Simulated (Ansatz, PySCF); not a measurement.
The Ansatz (a program for electronic structure) input:
Ansatz 0.2 input:
```yaml
crystal:
  periodic: [false, false, false]
  atoms:
    - {symbol: Si, position_ang: [1.59988694, 0.34736675, 0.04848937]}
    - {symbol: C, position_ang: [0.09882935, -0.73051698, -0.37843236]}
    - {symbol: Si, position_ang: [-1.55306880, 0.00925851, 0.19494587]}
    - {symbol: H, position_ang: [2.87402570, -0.30575813, -0.24574037]}
    - {symbol: H, position_ang: [1.52258239, 1.68412327, -0.53094802]}
    - {symbol: H, position_ang: [0.06994554, -0.88620874, -1.45955576]}
    - {symbol: H, position_ang: [0.22570188, -1.71786266, 0.06658803]}
    - {symbol: H, position_ang: [-2.66919782, -0.85524983, -0.20323662]}
    - {symbol: H, position_ang: [-1.73717387, 1.32711411, -0.41750382]}
    - {symbol: H, position_ang: [-1.53431394, 0.14419024, 1.65289750]}
basis:
  gaussian:
    orbitals: STO-3G
magnetization: {spin_polarized: true, initial_magnetization: 1}
correlation: {method: ccsd_t, electrons: outside_noble_gas}
accuracy: high
```

Q: Write the same job for PySCF.

A: This is not unique; one that fits is 
```python
from pyscf import gto, scf, cc

mol = gto.M(
    atom='''
Si    1.59988694    0.34736675    0.04848937
C     0.09882935   -0.73051698   -0.37843236
Si   -1.55306880    0.00925851    0.19494587
H     2.87402570   -0.30575813   -0.24574037
H     1.52258239    1.68412327   -0.53094802
H     0.06994554   -0.88620874   -1.45955576
H     0.22570188   -1.71786266    0.06658803
H    -2.66919782   -0.85524983   -0.20323662
H    -1.73717387    1.32711411   -0.41750382
H    -1.53431394    0.14419024    1.65289750
''',
    basis='sto-3g',
    spin=1,
    verbose=4,
)

mf = scf.UHF(mol)
mf.kernel()

mycc = cc.CCSD(mf, frozen=11)
mycc.kernel()
et = mycc.ccsd_t()
print('E(CCSD(T)) = %.10f' % (mycc.e_tot + et))
```

Both were run: Ansatz gave -612.821681 Eh and PySCF -612.821681 Eh, 0.000 mEh apart.
